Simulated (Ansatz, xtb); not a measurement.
**Two isomers of C5H8FNO**

Structure a is `[H]/N=C(C)/C(O)=C(\C)F`, a singlet and structure b is `[H]/N=C(C)/C(O)=C(/C)F`, a singlet. Both are isolated molecules in the gas phase, relaxed with B3LYP-D3(BJ)/def2-SVP; the shapes shown needn't be the lowest conformers.

a (Å):

```xyz
16

C    -2.8510   -0.5025    0.2606
C    -1.5468   -0.2876   -0.4733
C    -0.3563   -0.1649    0.4078
C     0.9228    0.0267    0.0151
C     1.5347    0.1686   -1.3242
F     1.8273    0.1024    1.0414
N    -1.4342   -0.2124   -1.7460
O    -0.6577   -0.2664    1.7393
H    -3.6828   -0.5840   -0.4535
H    -2.8047   -1.4145    0.8755
H    -3.0457    0.3272    0.9574
H    -2.3516   -0.3179   -2.1893
H     0.1701   -0.1774    2.2338
H     2.0544    1.1391   -1.4051
H     0.7520    0.0991   -2.0880
H     2.2885   -0.6218   -1.4850
```

b (Å):

```xyz
16

C    -0.9252    1.6196   -0.7973
C    -0.7688    0.7384    0.4118
C    -0.1719   -0.6186    0.3199
C     0.2907   -1.2226   -0.7974
C     0.8864   -2.5789   -0.8830
F     0.2302   -0.5734   -1.9857
N    -1.1199    1.0502    1.6062
O    -0.1119   -1.2662    1.5073
H     0.0488    1.8133   -1.2704
H    -1.5471    1.1307   -1.5616
H    -1.3865    2.5764   -0.5125
H    -1.5303    1.9842    1.6681
H    -0.5045   -0.6156    2.1363
H     0.9071   -3.0427    0.1106
H     1.9149   -2.5278   -1.2804
H     0.3033   -3.2180   -1.5686
```

Problem. Estimate which is lower in electronic energy at CCSD(T)/def2-SVP + ΔMP2/def2-TZVPP, and by roughly how much.

Solution. The CCSD(T)/def2-SVP + ΔMP2/def2-TZVPP calculation puts structure b lower, by 0.192 eV.

How the difference moves with the method:

| level | geometry | E(b) − E(a) (eV) | departure from the last row (eV) | job, with rough time for the two |
| --- | --- | --- | --- | --- |
| GFN2-xTB | GFN2-xTB | −0.121 | +0.071 | optimisation, 0.73 s |
| HF/STO-3G | GFN2-xTB | −0.179 | +0.012 | single point, 2.4 s |
| r2SCAN-D4/def2-SVP | GFN2-xTB | −0.291 | −0.099 | single point, 13 s |
| B3LYP-D3(BJ)/def2-SVP | B3LYP-D3(BJ)/def2-SVP | −0.239 | −0.047 | optimisation, 3.8 min |
| HF/def2-SVP | B3LYP-D3(BJ)/def2-SVP | −0.188 | +0.004 | part of the CCSD(T) run |
| MP2/def2-SVP | B3LYP-D3(BJ)/def2-SVP | −0.221 | −0.029 | part of the CCSD(T) run |
| CCSD(T)/def2-SVP | B3LYP-D3(BJ)/def2-SVP | −0.209 | −0.017 | single point |
| CCSD(T)/def2-SVP + ΔMP2/def2-TZVPP | B3LYP-D3(BJ)/def2-SVP | −0.192 |  | single point, 6.6 min |

As drawn, both hold the same kinds of bond in the same numbers.

None of the levels shown reverses the order. The largest departure from CCSD(T)/def2-SVP + ΔMP2/def2-TZVPP is that of r2SCAN-D4/def2-SVP, 0.099 eV. The last row adds to CCSD(T) the change of the MP2 difference between the two basis sets, here +0.017 eV.

With thermal terms from frequencies at re-optimised GFN2-xTB minima (ideal gas, soft modes damped towards free rotors, one conformer each, 298.15 K, 1 atm): the zero-point term adds +0.010 eV; ΔH is −0.189 and ΔG −0.173 eV.

The correlated steps freeze 8 core orbitals. Run with Ansatz 0.2.0, xtb 6.7.1; the last row on 2 threads of Intel(R) Xeon(R) Processor @ 2.50GHz (Skylake/Cascade Lake) on a shared host.
